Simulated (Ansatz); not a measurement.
The cluster Si₉H₁₅. Total charge 0; doublet. Geometry r2SCAN-D4/def2-SVP; atoms count from 1.

```xyz
24

Si    2.365   -0.880   -0.610
Si   -1.295   -2.477    0.569
Si    1.796    1.118    0.509
Si    0.766   -1.358   -2.269
Si   -1.750    1.124    1.788
Si   -1.651    1.150   -0.565
Si   -1.355   -1.083   -1.298
Si    0.353    2.344   -0.897
Si    0.482    0.669    2.428
H     2.426   -2.019    0.362
H    -2.732    0.131    2.325
H     0.195    3.754   -0.418
H    -2.455   -1.450   -2.253
H    -2.565   -2.650    1.337
H     0.888    1.593    3.537
H     0.948   -0.422   -3.423
H    -2.848    1.764   -1.223
H     3.040    1.869    0.874
H     3.716   -0.732   -1.241
H    -2.119    2.485    2.294
H     0.810    2.363   -2.321
H     0.666   -0.739    2.900
H     0.930   -2.763   -2.763
H    -0.612   -3.791    0.359
```

The structure comes from a short search, and lower isomers may exist.

Question: Estimate the Mulliken populations from the PBE0/def2-TZVP orbitals of Ansatz.

Answer: 
```json
{"atom": "Si1", "charge (e)": "-0.01", "spin (α − β)": "0.00"}
{"atom": "Si2", "charge (e)": "-0.05", "spin (α − β)": "0.93"}
{"atom": "Si3", "charge (e)": "0.00", "spin (α − β)": "0.00"}
{"atom": "Si4", "charge (e)": "-0.01", "spin (α − β)": "-0.01"}
{"atom": "Si5", "charge (e)": "-0.02", "spin (α − β)": "0.00"}
{"atom": "Si6", "charge (e)": "0.00", "spin (α − β)": "0.00"}
{"atom": "Si7", "charge (e)": "0.00", "spin (α − β)": "0.03"}
{"atom": "Si8", "charge (e)": "-0.02", "spin (α − β)": "0.00"}
{"atom": "Si9", "charge (e)": "-0.01", "spin (α − β)": "0.01"}
{"atom": "H10", "charge (e)": "0.01", "spin (α − β)": "0.00"}
{"atom": "H11", "charge (e)": "0.01", "spin (α − β)": "0.00"}
{"atom": "H12", "charge (e)": "0.00", "spin (α − β)": "0.00"}
{"atom": "H13", "charge (e)": "0.00", "spin (α − β)": "0.04"}
{"atom": "H14", "charge (e)": "0.02", "spin (α − β)": "-0.01"}
{"atom": "H15", "charge (e)": "0.00", "spin (α − β)": "0.01"}
{"atom": "H16", "charge (e)": "0.01", "spin (α − β)": "0.00"}
{"atom": "H17", "charge (e)": "0.00", "spin (α − β)": "0.00"}
{"atom": "H18", "charge (e)": "0.00", "spin (α − β)": "0.00"}
{"atom": "H19", "charge (e)": "0.00", "spin (α − β)": "0.00"}
{"atom": "H20", "charge (e)": "0.00", "spin (α − β)": "0.00"}
{"atom": "H21", "charge (e)": "0.01", "spin (α − β)": "0.00"}
{"atom": "H22", "charge (e)": "0.02", "spin (α − β)": "0.00"}
{"atom": "H23", "charge (e)": "0.00", "spin (α − β)": "0.00"}
{"atom": "H24", "charge (e)": "0.02", "spin (α − β)": "-0.01"}
```
Mulliken values depend strongly on the basis.

Question: Where does the spin sit?

Answer: Summed by element: Si 0.96, H 0.04, of 1 unpaired in all. Largest on single atoms: Si2 0.93, H13 0.04, Si7 0.03.

Question: And the Mayer bond orders between heavy atoms (over 0.3)?

Answer: Si1–Si3 0.95 (2.36 Å); Si1–Si4 0.95 (2.35 Å); Si2–Si7 1.00 (2.33 Å); Si3–Si8 0.94 (2.36 Å); Si3–Si9 0.94 (2.37 Å); Si4–Si7 0.95 (2.35 Å); Si5–Si6 0.95 (2.36 Å); Si5–Si9 0.94 (2.37 Å); Si6–Si7 0.93 (2.37 Å); Si6–Si8 0.95 (2.36 Å).
